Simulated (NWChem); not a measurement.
Molecule: AlHSCl$_{2}$; SMILES [Al]([Cl])([Cl])[SH]

```xyz
5

Al     0.0083    -0.0221     0.0000
Cl     1.5507    -1.4269     0.0000
Cl    -1.9820    -0.6628     0.0000
S      0.5013     2.0844     0.0000
H     -0.7979     2.4611     0.0000
```
Atoms are numbered in this order, from 1.

Results from NWChem. Medium grid unless said otherwise, to which SCAN and Minnesota functionals are sensitive. Coordinates come from a PBE0/def2-SVP optimisation. Total energies of different functionals are on different scales.

```tsv
level	energy (Ha)	highest occupied level (eV)	orbital gap (eV)	dipole (D)
B3LYP/def2-SVP	-1561.3834	___	___	1.16
PBE/def2-SVP	-1560.6302	-6.87	5.18	1.18
KT2/def2-SVP	-1573.4811	-6.94	5.09	1.20
OLYP/def2-SVP	-1561.3607	-6.73	5.30	1.16
M06-L/def2-SVP	-1561.3337	-7.23	5.99	1.27
HCTH/407/def2-SVP	-1561.5145	-7.04	5.30	1.19
LC-wPBE (HJS exchange hole, range parameter 0.4 per bohr)/def2-SVP	-1560.7826	-10.96	12.14	1.22
r2SCAN0/def2-SVP	-1561.2048	-8.38	7.72	1.24
r2SCAN/def2-SVP	-1561.2182	-7.25	5.92	1.23
```

Task: Some entries are withheld; supply them.

Result: 
- B3LYP/def2-SVP, highest occupied level (eV): -7.80
- B3LYP/def2-SVP, orbital gap (eV): 6.74
